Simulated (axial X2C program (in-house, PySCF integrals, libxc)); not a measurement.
**MgBr⁺ along the bond: PBEsol, two-component**

Computed with an axial X2C code built on PySCF integrals. Two-component (2c) means X2C with spin–orbit coupling and atomic mean-field two-electron Coulomb and Gaunt terms. Basis: Br dyall-cv3z [8s9p6d4f1g], Mg dyall-cv3z [9s8p6d3f] (cores contracted in-house); Gaussian nuclei, density fitting, unrestricted open shells. Masses: Br 78.918 u, Mg 23.985 u.

State: Ω = 0 (closed shell). Dipoles are positive if Mg is the positive end and refer to the centre of mass.

```tsv
R (Å)	μ (D)	HOMO (eV)	LUMO (eV)
1.958	9.653	-12.64	-9.54
2.047	10.097	-12.40	-9.66
2.115	10.424	-12.23	-9.75
2.183	10.743	-12.08	-9.84
2.250	11.054	-11.93	-9.93
2.329	11.404	-11.78	-10.03
2.408	11.736	-11.64	-10.13
2.509	12.134	-11.48	-10.25
2.632	12.565	-11.33	-10.39
2.812	13.069	-11.16	-10.57
```

Question: The minimum lies at 2.253 Å. What is the dipole moment there?

Answer: At PBEsol, 2c, with the sign and origin stated: μ = 11.07 D.

The state is a single determinant with fixed occupations, the lowest that a limited PBE0 search found. Closed shells are restricted here (equal orbitals for both partners); the stretched side of such a curve lies too high.
